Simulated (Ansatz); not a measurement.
Ansatz (a first-principles code) input (B3LYP-D3(BJ)/def2-TZVP):

Ansatz 0.2 input:
```yaml
crystal:
  periodic: [false, false, false]
  atoms:
    - {symbol: Zr, position_ang: [0.19273949, 0.13731160, 0.23803180]}
    - {symbol: O, position_ang: [0.60315207, -0.10571497, -1.46649142]}
    - {symbol: O, position_ang: [-1.56684953, -0.58084305, 0.27633245]}
basis:
  gaussian:
    orbitals: def2-TZVP
hamiltonian:
  xc: b3lyp
  dispersion: d3bj
magnetization: {spin_polarized: true, initial_magnetization: 2}
phonons: {temperatures: {t_min: 298.15, t_max: 298.15, t_step: 100}}
```

Output:

```
Functional definition: B3LYP
integrals: 0.03 GiB planned
657 factors; their error is unknown
mean field: 0.34 GiB planned
mean field evaluation 1: about -5363.6003 eV, gradient 5.8e1 eV
mean field evaluation 2: about -5123.5070 eV, gradient 2.1e2 eV
mean field evaluation 4: about -5374.8667 eV, gradient 1.6e1 eV
mean field evaluation 8: about -5375.9224 eV, gradient 1.7e-1 eV
mean field evaluation 16: about -5375.9491 eV, gradient 1.1e-3 eV
mean field evaluation 32: about -5375.3244 eV, gradient 6.3e0 eV
mean field -5375.94907232 eV, -197.5624844586 hartree, gradient 1.5e-5 eV, S^2 2.019325; 3 other end points of the search recorded, 0 dependent functions left out
the calculation of the forces begins
reference -5375.94929981 eV, -197.5624928188 hartree; 15, 13 occupied and 87, 89 virtual orbitals, 657 factors
these checks for a lower state are left out or cut short: stability, starts, cluster_reference, orbital_swaps, neighbouring_geometries, increment
integrals: 0.03 GiB planned
657 factors; their error is unknown
mean field: 0.35 GiB planned
mean field -5375.94903866 eV, -197.5624832215 hartree, gradient 1.9e-6 eV, S^2 2.019054; 0 other end points of the search recorded, 0 dependent functions left out
the calculation of the forces begins
reference -5375.94926618 eV, -197.5624915827 hartree; 15, 13 occupied and 87, 89 virtual orbitals, 657 factors
these checks for a lower state are left out or cut short: stability, starts, cluster_reference, orbital_swaps, neighbouring_geometries, increment
integrals: 0.03 GiB planned
657 factors; their error is unknown
mean field: 0.35 GiB planned
mean field -5375.94903164 eV, -197.5624829637 hartree, gradient 1.8e-6 eV, S^2 2.019598; 0 other end points of the search recorded, 0 dependent functions left out
the calculation of the forces begins
reference -5375.94925911 eV, -197.5624913229 hartree; 15, 13 occupied and 87, 89 virtual orbitals, 657 factors
these checks for a lower state are left out or cut short: stability, starts, cluster_reference, orbital_swaps, neighbouring_geometries, increment
integrals: 0.03 GiB planned
657 factors; their error is unknown
mean field: 0.35 GiB planned
mean field -5375.94902168 eV, -197.5624825978 hartree, gradient 1.6e-6 eV, S^2 2.019070; 0 other end points of the search recorded, 0 dependent functions left out
the calculation of the forces begins
reference -5375.94924914 eV, -197.5624909568 hartree; 15, 13 occupied and 87, 89 virtual orbitals, 657 factors
these checks for a lower state are left out or cut short: stability, starts, cluster_reference, orbital_swaps, neighbouring_geometries, increment
integrals: 0.03 GiB planned
657 factors; their error is unknown
mean field: 0.34 GiB planned
mean field evaluation 64: about -5375.9227 eV, gradient 3.8e-4 eV
mean field -5375.94902718 eV, -197.5624827997 hartree, gradient 1.4e-6 eV, S^2 2.019585; 0 other end points of the search recorded, 0 dependent functions left out
the calculation of the forces begins
reference -5375.94925471 eV, -197.5624911612 hartree; 15, 13 occupied and 87, 89 virtual orbitals, 657 factors
these checks for a lower state are left out or cut short: stability, starts, cluster_reference, orbital_swaps, neighbouring_geometries, increment
integrals: 0.03 GiB planned
657 factors; their error is unknown
mean field: 0.35 GiB planned
mean field -5375.94907937 eV, -197.5624847177 hartree, gradient 2.5e-6 eV, S^2 2.019372; 0 other end points of the search recorded, 0 dependent functions left out
the calculation of the forces begins
reference -5375.94930689 eV, -197.5624930791 hartree; 15, 13 occupied and 87, 89 virtual orbitals, 657 factors
these checks for a lower state are left out or cut short: stability, starts, cluster_reference, orbital_swaps, neighbouring_geometries, increment
integrals: 0.03 GiB planned
657 factors; their error is unknown
mean field: 0.35 GiB planned
mean field -5375.94905513 eV, -197.5624838270 hartree, gradient 2.7e-6 eV, S^2 2.019280; 0 other end points of the search recorded, 0 dependent functions left out
the calculation of the forces begins
reference -5375.94928260 eV, -197.5624921861 hartree; 15, 13 occupied and 87, 89 virtual orbitals, 657 factors
these checks for a lower state are left out or cut short: stability, starts, cluster_reference, orbital_swaps, neighbouring_geometries, increment
integrals: 0.03 GiB planned
657 factors; their error is unknown
mean field: 0.34 GiB planned
mean field -5375.94903361 eV, -197.5624830360 hartree, gradient 1.4e-6 eV, S^2 2.019574; 0 other end points of the search recorded, 0 dependent functions left out
the calculation of the forces begins
reference -5375.94926115 eV, -197.5624913979 hartree; 15, 13 occupied and 87, 89 virtual orbitals, 657 factors
these checks for a lower state are left out or cut short: stability, starts, cluster_reference, orbital_swaps, neighbouring_geometries, increment
integrals: 0.03 GiB planned
657 factors; their error is unknown
mean field: 0.35 GiB planned
mean field evaluation 96: about -5375.9490 eV, gradient 1.4e-5 eV
mean field -5375.94901463 eV, -197.5624823385 hartree, gradient 1.5e-6 eV, S^2 2.019080; 0 other end points of the search recorded, 0 dependent functions left out
the calculation of the forces begins
reference -5375.94924207 eV, -197.5624906970 hartree; 15, 13 occupied and 87, 89 virtual orbitals, 657 factors
these checks for a lower state are left out or cut short: stability, starts, cluster_reference, orbital_swaps, neighbouring_geometries, increment
integrals: 0.03 GiB planned
657 factors; their error is unknown
mean field: 0.35 GiB planned
mean field -5375.94901496 eV, -197.5624823508 hartree, gradient 1.4e-6 eV, S^2 2.019551; 0 other end points of the search recorded, 0 dependent functions left out
the calculation of the forces begins
reference -5375.94924240 eV, -197.5624907089 hartree; 15, 13 occupied and 87, 89 virtual orbitals, 657 factors
these checks for a lower state are left out or cut short: stability, starts, cluster_reference, orbital_swaps, neighbouring_geometries, increment
integrals: 0.03 GiB planned
657 factors; their error is unknown
mean field: 0.35 GiB planned
mean field -5375.94904664 eV, -197.5624835150 hartree, gradient 1.8e-6 eV, S^2 2.019099; 0 other end points of the search recorded, 0 dependent functions left out
the calculation of the forces begins
reference -5375.94927419 eV, -197.5624918774 hartree; 15, 13 occupied and 87, 89 virtual orbitals, 657 factors
these checks for a lower state are left out or cut short: stability, starts, cluster_reference, orbital_swaps, neighbouring_geometries, increment
integrals: 0.03 GiB planned
657 factors; their error is unknown
mean field: 0.35 GiB planned
mean field -5375.94906466 eV, -197.5624841771 hartree, gradient 1.6e-6 eV, S^2 2.019336; 0 other end points of the search recorded, 0 dependent functions left out
the calculation of the forces begins
reference -5375.94929214 eV, -197.5624925368 hartree; 15, 13 occupied and 87, 89 virtual orbitals, 657 factors
these checks for a lower state are left out or cut short: stability, starts, cluster_reference, orbital_swaps, neighbouring_geometries, increment
integrals: 0.03 GiB planned
657 factors; their error is unknown
mean field: 0.34 GiB planned
mean field evaluation 128: about -5375.9491 eV, gradient 1.5e-6 eV
mean field -5375.94907809 eV, -197.5624846705 hartree, gradient 1.2e-6 eV, S^2 2.019315; 0 other end points of the search recorded, 0 dependent functions left out
the calculation of the forces begins
reference -5375.94930559 eV, -197.5624930313 hartree; 15, 13 occupied and 87, 89 virtual orbitals, 657 factors
Total energy: -5376.03244844 eV, -197.5655484745 hartree
Atom 0 at     0.192739     0.137312     0.238032 Å, force     0.000654     0.000504     0.000962 eV/Å
Atom 1 at     0.603152    -0.105715    -1.466491 Å, force     0.000350    -0.000115    -0.001070 eV/Å
Atom 2 at    -1.566850    -0.580843     0.276332 Å, force    -0.001004    -0.000389     0.000108 eV/Å
Dipole moment:     0.444470     0.366713     0.755689 e Å
Vibrations: 154.18 371.78 867.91 cm⁻¹, zero-point energy 0.086409 eV
```

The spin state was set by rule; other spins were not relaxed.
